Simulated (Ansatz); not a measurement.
The same path of C3H12Si3 (18 atoms, charge 0, multiplicity 1) was run twice with different band settings. The coordinate that changes most is the dihedral Si6–C4–Si5–H14.

Computed with RHF/STO-3G in Ansatz 0.2.0.

Relaxed end points:

```xyz
18
Properties=species:S:1:pos:R:3
C 2.068 0.799 1.398
Si 1.279 0.347 -0.221
C 0.593 -1.298 -0.494
C -0.464 -0.151 -0.349
Si -1.390 0.268 -1.902
Si -1.540 -0.235 1.160
H 1.674 0.207 2.213
H 1.905 1.843 1.639
H 3.138 0.637 1.362
H 1.859 1.014 -1.333
H 0.610 -2.035 0.295
H 0.663 -1.774 -1.461
H -1.988 1.555 -1.793
H -0.511 0.277 -3.021
H -2.425 -0.677 -2.156
H -0.798 -0.679 2.291
H -2.083 1.047 1.459
H -2.626 -1.135 0.964
```

```xyz
18
Properties=species:S:1:pos:R:3
C 2.001 0.865 1.456
Si 1.252 0.448 -0.191
C 0.685 -1.223 -0.559
C -0.451 -0.163 -0.360
Si -1.397 0.273 -1.896
Si -1.526 -0.406 1.133
H 1.641 0.208 2.236
H 1.770 1.882 1.749
H 3.080 0.773 1.422
H 1.789 1.213 -1.261
H 0.750 -2.000 0.190
H 0.792 -1.641 -1.549
H -0.515 0.406 -3.006
H -2.361 -0.726 -2.210
H -2.085 1.508 -1.723
H -0.759 -0.855 2.245
H -2.159 0.817 1.495
H -2.544 -1.368 0.880
```

Common settings: climbing image yes; spring 5.0 eV/Å²; optimiser quadratic models (default); start path through a guess of the saddle point; force threshold 0.05 eV/Å; iteration limit 60; end points relaxed.

| run | movable images |
| --- | --- |
| 1 | 9 |
| 2 | 1 |

(1) What does each run give, and how far can it be trusted?

## Answers

(1) Run 1: converged after 17 iterations, highest image 0.071 eV above the first end. A vibrational analysis at the climbing image gives one clearly imaginary mode, 129i cm⁻¹: a first-order saddle point.
Run 2: converged after 16 iterations, highest image 0.072 eV above the first end. Another band between the same ends (9 images) ends at a top of the same energy, where a vibrational analysis finds 1 clearly imaginary mode. So few images can step over the top or miss a turn of the path.
Limits of this set-up: minimal basis.
